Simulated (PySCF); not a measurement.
# Working out the ionisation energy of Br²⁺

Br²⁺ [Ar] 3d10 4s2 4p3 (4S) → Br³⁺ [Ar] 3d10 4s2 4p2 (3P). Calculation: PySCF 2.14, in dyall-av2z (16s12p8d, 92 functions); the non-relativistic Hamiltonian (point nucleus). Frozen: [Ar] 3d10; the 39 highest virtual orbitals dropped. Energies in hartree (1 hartree = 27.21139 eV):

```tsv
part	Br²⁺ (lower)	Br³⁺ (upper)
UHF	-2571.276174	-2570.007618
MP2 opposite-spin	-0.048922	-0.043665
MP2 same-spin	-0.017617	-0.008218
```

Question: What does Hartree-Fock give?

Answer: (-2570.007618) − (-2571.276174) = 1.268556 hartree = 34.519 eV.

Question: What do MP2 and SCS-MP2 (6/5 opposite-spin, 1/3 same-spin) give?

Answer: The opposite-spin parts differ by 0.143 eV and the same-spin parts by 0.256 eV. MP2: 34.519 + (0.143) + (0.256) = 34.918 eV. SCS-MP2: 34.519 + 1.2 × (0.143) + (0.256)/3 = 34.776 eV.

A first-order spin-orbit estimate adds -0.377 eV to MP2 (valence), giving 34.541 eV against 34.871 ± 0.019 eV (measured; NIST Atomic Spectra Database, ionization energies).

The calculation is non-relativistic.

A double-zeta basis recovers only part of the correlation energy.

What remains against the reference includes basis incompleteness, the frozen core and correlation beyond second order.
